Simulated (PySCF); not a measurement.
**AsS: one state, many levels of theory**

State: ²Π (doublet), unpaired electrons π ↑. Set-up: As def2-TZVPP, S def2-TZVPP; no relativity (PySCF 2.14). De refers to As + S in their high-spin ground configurations, without counterpoise correction. The functionals are run spin-unrestricted. A positive dipole means As(−)S(+). Levels whose curve was spin-contaminated or gave no clean fit are not listed.

```csv
Level,Re (Å),ωe (cm⁻¹),De (eV),μ (D)
PBE,2.038,562,4.40,-1.19
BLYP,2.055,540,4.30,-1.23
r²SCAN,2.018,588,4.09,-1.18
TPSSh,2.020,584,4.02,-1.23
PBE0,2.011,602,3.96,-1.30
MN15,1.996,613,3.89,-1.41
ωB97M-V,2.002,620,3.99,-1.40
```

The bond length runs from 1.996 Å (MN15) to 2.055 Å (BLYP). De spans 3.89 eV (MN15, hybrid meta-GGA) to 4.40 eV (PBE, GGA).

Spin–orbit coupling is left out. The state was picked by a PBE0 search and need not be the measured ground state.

The whole job (state search and all levels along the bond) took about 23 min on 1 thread of Arm Neoverse V2 (shared host), peak memory 2.8 GiB.
